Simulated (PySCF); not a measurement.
Excitations are Tamm–Dancoff values on a coarser integration grid. The basis has no diffuse functions, so Rydberg states are missing or too high.

Cartesian coordinates (Å):
```xyz
7

O     -1.5319    -0.9866    -0.0896
Ga     0.0077    -0.0750     0.0044
S      1.9392    -1.1489     0.0775
S     -0.1619     2.1203     0.0409
H     -1.4310    -1.9436    -0.1078
H      2.6635    -0.0182     0.1399
H     -1.5049     2.0750    -0.0279
```
Charge 0, multiplicity 1.

Give the LUMO, total energy, HOMO, S1 excitation (TDA) and T1 excitation (TDA) at the level PySCF 2.14.0 with PBE-D3(BJ)/def2-TZVP // B3LYP-D3(BJ)/def2-TZVP.


| Quantity | Result |
|---|---|
| LUMO | -1.85 eV |
| total energy | -76130.11 eV |
| HOMO | -6.44 eV |
| S1 excitation (TDA) | 4.71 eV |
| T1 excitation (TDA) | 4.42 eV |
